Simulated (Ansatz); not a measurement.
`CCSS[SiH3]` + `[OH][AlH][CH2]F` → `F[CH2][AlH][O][SiH3]` + `CCSS`  (ligand exchange at the Si–S bond)

Computed with Ansatz on PBE0-D4/def2-TZVP structures; ΔE is electronic, products minus reactants. CBS: MP2 limit from def2 TZ/QZ plus the TZ coupled-cluster correction, frozen cores. DFT in def2-TZVPP. Each species was taken in one conformer, which may not be the lowest.

`CCSS[SiH3]`:

Z-matrix (Å, degrees):
```
C
C 1 1.512
H 1 1.092 2 110.7
H 1 1.093 2 110.3 3 -119.4
H 1 1.091 2 111.1 3 120.3
S 2 1.811 1 114.3 3 -61.6
H 2 1.095 1 111.4 3 -177.8
H 2 1.092 1 111.9 3 62.0
S 6 2.061 2 102.5 1 65.7
Si 9 2.140 6 95.8 2 91.1
H 10 1.483 9 110.4 6 62.6
H 10 1.487 9 106.9 6 -177.5
H 10 1.485 9 110.0 6 -58.5
```

`[OH][AlH][CH2]F`:

Z-matrix (Å, degrees):
```
C
Al 1 1.975
F 1 1.401 2 110.2
H 1 1.097 2 112.4 3 -120.2
H 1 1.097 2 112.4 3 120.2
O 2 1.696 1 114.3 3 179.8
H 2 1.582 1 124.2 3 -0.1
H 6 0.955 2 124.3 1 180.0
```

`F[CH2][AlH][O][SiH3]`:

```xyz
11

F     1.672    1.289   -0.164
C     1.847    0.151   -0.958
Al    0.285   -1.053   -0.806
O    -0.979   -0.584    0.199
Si   -1.763    0.392    1.242
H     2.017    0.486   -1.990
H     2.781   -0.335   -0.645
H     0.186   -2.421   -1.588
H    -0.970    0.567    2.488
H    -2.003    1.724    0.628
H    -3.074   -0.217    1.592
```

`CCSS`:

Cartesian coordinates in Å:
```
C -0.741 0.370 0.747
C -0.358 0.482 -0.711
S 0.440 -0.997 -1.391
S 2.232 -1.052 -0.423
H -1.243 1.281 1.082
H -1.412 -0.475 0.913
H 0.146 0.232 1.368
H -1.241 0.601 -1.348
H 0.296 1.338 -0.893
H 1.882 -1.780 0.656
```

```csv
level,ΔE (kJ/mol)
PBE,-35.6
r2SCAN,-47.3
```

(1) What does CCSD(T)/CBS give? (Estimate.)

Largest T1 diagnostic among the species: 0.012.

Results:

(1) Ansatz gave: -47.5 kJ/mol. The listed levels differ from it by 11.9, 0.2 kJ/mol.

The D4 term adds +5.5 kJ/mol with B3LYP and +2.8 kJ/mol with PBE0; it sums over pairs of atoms, weighted by their polarisabilities, and B3LYP, whose exchange is more repulsive, gets the larger term. From PBE to PBE0 (25 % exact exchange), in def2-TZVPP and without D4, ΔE moves by −6.1 kJ/mol.

B3LYP here is the variant with VWN-RPA as its local correlation; programs differ in this.
